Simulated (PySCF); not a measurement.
acetylene (C$_{2}$H$_{2}$), singlet, geometry from GFN2-xTB, with bond 4-1 at 1.3 times its length; HF/def2-SV(P) in PySCF.

The PySCF input:
```python
from pyscf import gto, scf

mol = gto.Mole()
mol.atom = '''
    C    -0.000000   -0.000000   -0.596862
    C     0.000000    0.000000    0.596862
    H     0.000000    0.000000    1.646575
    H     0.000000    0.000000   -1.961488
'''
mol.basis = 'def2-sv(p)'
mol.charge = 0
mol.spin = 0
mol.verbose = 4
mol.build()

mf = scf.RHF(mol)
mf.conv_tol = 1e-6
mf.kernel()
```

What the program printed (banner, timings and long lists left out):

```
PySCF version 2.14.0

[INPUT] verbose = 4
[INPUT] num. atoms = 4
[INPUT] num. electrons = 14
[INPUT] charge = 0
[INPUT] spin (= nelec alpha-beta = 2S) = 0
[INPUT] symmetry False subgroup None
[INPUT] Mole.unit = angstrom
[INPUT] Symbol           X                Y                Z      unit          X                Y                Z       unit  Magmom
[INPUT]  1 C      0.000000000000   0.000000000000  -0.596862000000 AA    0.000000000000   0.000000000000  -1.127905714160 Bohr   0.0
[INPUT]  2 C      0.000000000000   0.000000000000   0.596862000000 AA    0.000000000000   0.000000000000   1.127905714160 Bohr   0.0
[INPUT]  3 H      0.000000000000   0.000000000000   1.646575000000 AA    0.000000000000   0.000000000000   3.111575793556 Bohr   0.0
[INPUT]  4 H      0.000000000000   0.000000000000  -1.961488000000 AA    0.000000000000   0.000000000000  -3.706675116621 Bohr   0.0

nuclear repulsion = 24.1131600254318
number of shells = 16
number of NR pGTOs = 56
number of NR cGTOs = 32
basis = def2-sv(p)
ecp = {}

******** <class 'pyscf.scf.hf.RHF'> ********
method = RHF
initial guess = minao
damping factor = 0
level_shift factor = 0
DIIS = <class 'pyscf.scf.diis.CDIIS'>
diis_start_cycle = 1
diis_space = 8
diis_damp = 0
SCF conv_tol = 1e-06
SCF conv_tol_grad = None
SCF max_cycles = 50
direct_scf = True
direct_scf_tol = 1e-13
Set gradient conv threshold to 0.001
Initial guess from minao.
init E= -76.7524688362264
  HOMO = -0.307722360986079  LUMO = 0.0809005078390084  gap/eV = 10.57497
cycle= 1 E= -76.68654250659  delta_E= 0.0659  |g|= 0.242  |ddm|= 1.88
  HOMO = -0.406266751367383  LUMO = 0.124657779502758  gap/eV = 14.44719
cycle= 2 E= -76.7099666120224  delta_E= -0.0234  |g|= 0.0689  |ddm|=  0.6
  HOMO = -0.414746793958654  LUMO = 0.149199384946942  gap/eV = 15.34576
cycle= 3 E= -76.7115967683005  delta_E= -0.00163  |g|= 0.038  |ddm|= 0.17
  HOMO = -0.412514519841287  LUMO = 0.147346537351981  gap/eV = 15.23460
cycle= 4 E= -76.7119877853443  delta_E= -0.000391  |g|= 0.00639  |ddm|= 0.0476
  HOMO = -0.41127246014569  LUMO = 0.148013460643038  gap/eV = 15.21895
cycle= 5 E= -76.7119999390808  delta_E= -1.22e-05  |g|= 0.00107  |ddm|= 0.0104
  HOMO = -0.411784058950765  LUMO = 0.147804809598465  gap/eV = 15.22719
cycle= 6 E= -76.712000463084  delta_E= -5.24e-07  |g|= 0.000328  |ddm|= 0.00197
  HOMO = -0.411662011093716  LUMO = 0.147849109502594  gap/eV = 15.22507
Extra cycle  E= -76.7120005005271  delta_E= -3.74e-08  |g|= 0.000134  |ddm|= 0.000778
converged SCF energy = -76.7120005005271
```
